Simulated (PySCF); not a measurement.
C2H5ClZn, SMILES [Cl][Zn][CH2]C.

The structure is a stationary point at PBE-D3(BJ)/def2-SVP. The structure was generated by enumeration; whether it is a known compound was not checked. Other conformers were not sampled.

Two levels are set side by side: TDA-PBE/def2-SVPD (PySCF) and TDA-LC-ωPBE/def2-SVPD (PySCF). Vertical, same geometry. The lowest singlet is HOMO−2→LUMO 67 %, HOMO→LUMO+1 23 % with PBE and HOMO→LUMO+1 70 %, HOMO→LUMO 20 % with the other functional; states are paired by order. Differences are taken from unrounded values.

| quantity | TDA-LC-ωPBE |
|---|---|
| lowest singlet excitation (eV) | 7.01 |
| lowest triplet excitation (TDA) (eV) | 5.93 |
| first bright state (f over 0.05) (eV) | 7.01 |
| its oscillator strength | 0.05 |

### Question
What does TDA-PBE give, and how far is it from TDA-LC-ωPBE? (An estimate is asked for; the answer gives what the named calculation found.)

### Answer

```
quantity                               TDA-PBE  TDA-PBE minus TDA-LC-ωPBE
-------------------------------------  -------  -------------------------
lowest singlet excitation (eV)            5.94                      -1.06
lowest triplet excitation (TDA) (eV)      5.05                      -0.88
first bright state (f over 0.05) (eV)     6.01                      -1.00
its oscillator strength                   0.09                       0.04
```

A lower first singlet is the usual sign of a functional without exact exchange. Differences between two approximate levels are no errors against the true value.

Rough cost on one machine, each run with all the roots and properties that it gave: TDA-LC-ωPBE against TDA-PBE about 3 times.
